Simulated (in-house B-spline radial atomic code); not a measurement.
Results of a calculation; reference values are marked as such.
Making a Troullier-Martins p channel for In, r_c = 3.6 bohr

In, [Kr] 4d10 5s2 5p1, non-relativistic PBE, spherical and spin-unpolarised, from a B-spline radial code for spherical atoms (atomic units). The all-electron 5p level is ε = -0.095592 hartree, its outermost node lies just inside 1.18 bohr and its outer maximum at 2.88 bohr.

Inside r_c the pseudo-orbital is u(r) = r^2 exp(p(r)), with p = c0 + c2 r² + c4 r⁴ + … + c12 r¹². The seven coefficients follow from p and its first four derivatives at r_c, from zero curvature of the screened potential at the origin, c4 = −c2²/(2l + 5), and from the norm inside r_c. At r_c the all-electron orbital has P = 0.5161213, P' = -0.08920917, the screened potential V = -0.2415332, V' = 0.1508575, V'' = -0.1245123, and the norm inside is Q = 0.5370538.

(1) What are p, p' and p'' at r_c?

For a trial c2 the five matching conditions are linear in c0, c6, c8, c10 and c12, and c2 is varied until the norm inside r_c equals Q. The root nearest zero gives:

```json
{"n": "0", "c_n": "-1.846881"}
{"n": "2", "c_n": "-0.08164889"}
{"n": "4", "c_n": "-0.0009523631"}
{"n": "6", "c_n": "-0.0008665005"}
{"n": "8", "c_n": "0.0001210925"}
{"n": "10", "c_n": "-5.99083e-06"}
{"n": "12", "c_n": "1.059652e-07"}
```

(2) Check c4 and p(r_c), and find the screened pseudopotential at the origin.

Orbitals and screened potentials:

```tsv
r (bohr)	P	u	V all-electron	V pseudo
0.36	0.06565	0.02023	-44.38	-0.5042
0.9	-0.1681	0.1195	-6.803	-0.5157
1.44	0.1923	0.2734	-2.062	-0.5555
1.98	0.4367	0.4299	-0.921	-0.5891
2.52	0.5372	0.5298	-0.5269	-0.5294
3.06	0.5502	0.5497	-0.3456	-0.3683
3.6	0.5161	0.5161	-0.2415	-0.2415
```

Logarithmic derivatives P'/P at R = 3.9 bohr, for energies E around ε:

```json
{"E − ε (hartree)": "-0.5", "all-electron": "0.891542", "pseudo": "0.888553"}
{"E − ε (hartree)": "-0.25", "all-electron": "0.527944", "pseudo": "0.525502"}
{"E − ε (hartree)": "-0.1", "all-electron": "0.17621", "pseudo": "0.175189"}
{"E − ε (hartree)": "0", "all-electron": "-0.216685", "pseudo": "-0.216686"}
{"E − ε (hartree)": "0.1", "all-electron": "-1.01938", "pseudo": "-1.02739"}
{"E − ε (hartree)": "0.25", "all-electron": "-155.014", "pseudo": "67.5891"}
{"E − ε (hartree)": "0.5", "all-electron": "1.43633", "pseudo": "1.27096"}
```

(3) With P(R) = 0.4866814 and a norm of 0.6126184 inside R, what slope in energy does norm conservation fix?

Answers

(1) p = ln(P/r_c^2) = ln(0.5161213/12.96) = -3.22328. p' = P'/P − 2/r_c = -0.17285 − 0.55556 = -0.72840. The radial equation gives p'' = 2(V − ε) − 2(2) p'/r_c − p'² = -0.29188 − (-0.80933) − 0.53057 = -0.01312. Differentiating, p''' = 2V' + 2(2)p'/r_c² − 2(2)p''/r_c − 2p'p'' = 0.072366, and p'''' = 2V'' − 4(2)p'/r_c³ + 4(2)p''/r_c² − 2(2)p'''/r_c − 2p''² − 2p'p''' = -0.10755.

(2) −c2²/7 = -0.000952363, as listed. The terms c_n r_c^n are -1.84688, -1.05817, -0.15996, -1.88618, 3.41615, -2.19034, 0.50210, which sum to -3.22328. Inverting the radial equation, V_l(r) = ε + 2 p'/r + (p'' + p'²)/2, so V_l(0) = ε + (2l + 3) c2 = -0.095592 + 5 × (-0.0816489) = -0.5038 hartree, finite where the all-electron potential diverges.

(3) d(P'/P)/dE = −2 × (norm inside R)/P(R)² = -5.1729 per hartree·bohr at E = ε, for both atoms, since orbital and norm agree at R. Differences over ±0.1 hartree give -5.9779 (all-electron) and -6.0129 (pseudo), which also hold third-order terms. Half a hartree below ε the two curves differ by -0.0030.
